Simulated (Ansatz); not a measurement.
Problem. Name a neutral molecule of C, S, Sb and H with HOMO energy (ωB97M-V/def2-TZVPP) between -8.40 and -8.10 eV and LUMO energy (ωB97M-V/def2-TZVPP) between -0.50 and -0.20 eV (Ansatz, PBE0-D4/def2-TZVP geometry).

Solution. `S=[CH][SbH2]` (-8.38 eV, -0.42 eV). Other molecules can fit too; these were computed, each in one conformer that needn't be the lowest.
